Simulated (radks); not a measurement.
Problem. The mean radii <r> (bohr) of the occupied orbitals of an atom or ion are listed with their occupations. All-electron calculation, non-relativistic Kohn-Sham, OLYP, spin-unpolarised, spherical densities, point nucleus. Program: a radial shooting solver on a logarithmic mesh with Libxc functionals.

| orbital | occ. | <r> |
|---|---|---|
| 1s | 2 | 0.02488 |
| 2s | 2 | 0.1061 |
| 2p | 6 | 0.09007 |
| 3s | 2 | 0.2728 |
| 3p | 6 | 0.2621 |
| 3d | 10 | 0.2327 |
| 4s | 2 | 0.5627 |
| 4p | 5 | 0.5649 |

Name the element and its charge.

Solution. Z = 61, promethium, charge +26: Pm26+ in [Ar] 3d10 4s2 4p5. The 1s radius gives Z: for a bare nucleus <r> = 1.5/Z, 0.02459 bohr for Z = 61, and screening makes it slightly larger (0.02488 here). The occupations add up to 35, and the charge is Z minus that.
